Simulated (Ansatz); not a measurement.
Consider the formal exchange of groups at a Ga–O bond: `C[O][Ga]([OH])[SH]` + `CNCF` → `[OH][Ga]([F])[SH]` + `CNCOC`.

Isolated molecules relaxed with PBE0-D4/def2-TZVP in Ansatz; ΔE leaves out vibrations. CCSD(T)/CBS is the MP2 limit (def2-TZVPP, def2-QZVPP) plus CCSD(T) − MP2 in def2-TZVPP, frozen cores. For Ga outer-core shells are correlated without core-valence functions, which leaves a few kJ/mol of doubt a bond. Scalar relativity is left out up to krypton. One conformer a species, not always the lowest.

```json
{"species": "`C[O][Ga]([OH])[SH]`", "CCSD(T)/CBS(def2) energy (Eh)": "-2513.21158"}
{"species": "`CNCF`", "CCSD(T)/CBS(def2) energy (Eh)": "-234.19797"}
{"species": "`[OH][Ga]([F])[SH]`", "CCSD(T)/CBS(def2) energy (Eh)": "-2497.99973"}
{"species": "`CNCOC`", "CCSD(T)/CBS(def2) energy (Eh)": "-249.42121"}
```

Task: Work out ΔE.

Result: ΔE = (-2497.99973) + (-249.42121) − (-2513.21158) − (-234.19797) = -0.01139 Eh = -7.1 kcal/mol.

Largest T1 diagnostic among the species: 0.014.
